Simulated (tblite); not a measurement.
C₇H₁₀O₂Si.
Numbering: `[CH2:1]=[CH:2][C:3]#[C:4][C:5](=[O:6])[C@@H:7]([SiH3:8])[O:9][CH3:10]` (hydrogens: H11, H12 on C1; H13 on C2; H14 on C7; H15, H16, H17 on Si8; H18, H19, H20 on C10)

Computed with GFN2-xTB (tblite), gas phase: L-BFGS steps from a force-field or distance-geometry start until the largest atomic force falls under 0.01 eV/Å.

Geometry at step 12:
```
atom  x, y, z in Å
C1      3.5164   -0.5934    1.4457
C2      3.1498   -1.0116    0.2367
C3      1.8525   -0.8110   -0.2676
C4      0.7251   -0.6194   -0.6609
C5     -0.5797   -0.4800   -1.2277
O6     -0.8426   -0.8874   -2.3418
C7     -1.6057    0.1633   -0.3434
Si8    -2.3449   -1.1912    0.8137
O9     -1.1099    1.2167    0.4578
C10    -0.9949    2.4086   -0.2792
H11     4.5117   -0.7477    1.8253
H12     2.8260   -0.0730    2.0898
H13     3.8341   -1.5355   -0.4209
H14    -2.4147    0.5253   -0.9990
H15    -2.9245   -2.1748   -0.0987
H16    -3.3921   -0.5466    1.5971
H17    -1.3134   -1.7909    1.6578
H18    -1.9852    2.7417   -0.6196
H19    -0.5586    3.1427    0.3934
H20    -0.3543    2.2750   -1.1599
```

**Question.** What forces act on the atoms?

**Answer.** 
```tsv
atom	Fx (eV/Å)	Fy (eV/Å)	Fz (eV/Å)
C1	-0.005	0.026	-0.006
C2	0.019	0.008	0.043
C3	-0.040	0.036	-0.011
C4	0.039	-0.043	0.087
C5	0.080	0.112	-0.165
O6	-0.086	-0.130	-0.038
C7	-0.016	-0.111	-0.038
Si8	-0.022	0.002	-0.084
O9	-0.079	-0.104	-0.022
C10	0.021	-0.032	0.050
H11	0.008	-0.025	-0.020
H12	0.005	-0.010	-0.011
H13	-0.013	0.029	0.031
H14	-0.018	-0.002	0.077
H15	-0.009	-0.089	0.022
H16	0.003	0.057	0.065
H17	0.019	0.083	-0.038
H18	0.058	0.078	0.031
H19	-0.006	0.078	-0.036
H20	0.043	0.037	0.064
```

The largest, 0.21 eV/Å, acts on C5; the rms over all components is 0.056 eV/Å. The forces sum to zero within rounding, as they must for an isolated molecule in no field.

**Question.** Give the force on C5 in Eh/bohr and in nN.

**Answer.** 0.215 eV/Å ÷ 51.422 = 0.00418 Eh/bohr, and 0.215 eV/Å × 1.602 = 0.34 nN.

**Question.** How far is this geometry from the end of the optimisation?

**Answer.** 0.079 eV above it, and 0.355 Å rms away after alignment. The bonds farthest from their final lengths, with half the difference of the two atoms' forces along the bond (positive lengthens):

```csv
bond,now (Å),final (Å),force along bond (eV/Å)
C7–H14,1.102,1.099,-0.02
Si8–H16,1.458,1.461,+0.04
C5–C7,1.499,1.497,+0.02
C4–C5,1.429,1.432,+0.04
C10–H18,1.099,1.097,0.00
```

The angle farthest from its final value is Si8–C7–O9, 108.5° against 102.2°.

The cost below is that of the whole relaxation. Hardware: one thread, Arm Neoverse N1 (aarch64), shared host. Cost: 2.1 s.
